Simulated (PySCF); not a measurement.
**Mayer bond orders and bond lengths**

Compound: C₈H₆F₃O₂ (charge -1).
Numbering: `[O:1]=[C:2]([O-:3])[C:4]#[C:5][C@@H:6]1[C@@H:7]([F:8])[CH2:9][C@H:10]1[CH:11]([F:12])[F:13]` (hydrogens: H14 on C6; H15 on C7; H16, H17 on C9; H18 on C10; H19 on C11)

Structure used (PBE0-D3(BJ)/def2-SVP), in Å, numbered top down from 1:
```
atom  x, y, z in Å
O1     3.9340   -1.8129   -1.0279
C2     3.9280   -0.9269   -0.1610
O3     4.8410   -0.3338    0.4268
C4     2.5226   -0.4986    0.2458
C5     1.3866   -0.1715    0.5526
C6    -0.0160    0.1050    0.7967
C7    -0.9100   -1.1344    0.5485
F8    -2.0638   -1.0795    1.3164
C9    -1.1823   -0.6248   -0.8674
C10   -0.7211    0.7784   -0.4241
C11   -1.8580    1.6757   -0.0293
F12   -2.5689    2.0448   -1.1304
F13   -1.3908    2.8131    0.5430
H14   -0.1998    0.5871    1.7739
H15   -0.4478   -2.1222    0.6896
H16   -2.2129   -0.7414   -1.2356
H17   -0.4768   -1.0621   -1.5857
H18   -0.0594    1.3319   -1.1055
H19   -2.5549    1.1964    0.6789
```

Bond orders from the PBE0/pcSseg-1 density (PySCF). One conformer (not necessarily the lowest) at the PBE0-D3(BJ)/def2-SVP geometry, without solvent, vibrations or thermal averaging. The pcSseg-1 basis has no diffuse functions, a weakness for an anion.

(1) Where do the orders between heavy atoms depart from those drawn in the SMILES?

(2) Give the Mayer order of every bond between heavy atoms, beside its length.

## Answers

(1) The largest departure is 0.740, at C2–O3 (drawn single, 1.740). Drawn single, order above 1.12: C2–O3 (1.740). Drawn single, order below 0.88: C7–F8 (0.839). Drawn double or triple, more than 0.30 short of the drawn order: C4–C5 (2.375). The SMILES, with its formal charges, is one Lewis structure only.

(2) 
| bond | drawn as | length (Å) | Mayer order |
| --- | --- | --- | --- |
| O1–C2 | double | 1.240 | 1.713 |
| C2–O3 | single | 1.237 | 1.740 |
| C2–C4 | single | 1.524 | 0.925 |
| C4–C5 | triple | 1.221 | 2.375 |
| C5–C6 | single | 1.450 | 1.045 |
| C6–C7 | single | 1.548 | 0.952 |
| C7–F8 | single | 1.387 | 0.839 |
| C7–C9 | single | 1.529 | 0.997 |
| C9–C10 | single | 1.542 | 0.979 |
| C10–C11 | single | 1.501 | 0.991 |
| C11–F12 | single | 1.362 | 0.930 |
| C11–F13 | single | 1.356 | 0.948 |
| C10–C6 | single | 1.562 | 0.914 |

By pair of heavy elements: C–O: lowest O1–C2 (1.713, 1.240 Å), highest C2–O3 (1.740, 1.237 Å). C–C: lowest C10–C6 (0.914, 1.562 Å), highest C4–C5 (2.375, 1.221 Å); in 3 of the 28 pairs the longer bond (by over 0.003 Å) has the higher order (by 0.02 or more). C–F: lowest C7–F8 (0.839, 1.387 Å), highest C11–F13 (0.948, 1.356 Å).

And the bonds to hydrogen?

C–H: 0.92 to 0.96 (6 bonds).

Sum the orders of all bonds at each heavy atom with more than one neighbour and set the sums beside the valence in the SMILES.

C2 4.378 (drawn 4), C4 3.300 (drawn 4), C5 3.420 (drawn 4), C6 3.830 (drawn 4), C7 3.753 (drawn 4), C9 3.854 (drawn 4), C10 3.822 (drawn 4), C11 3.813 (drawn 4). Orders between atoms that aren't bonded are not in these sums.

Mayer orders depend on the basis set.
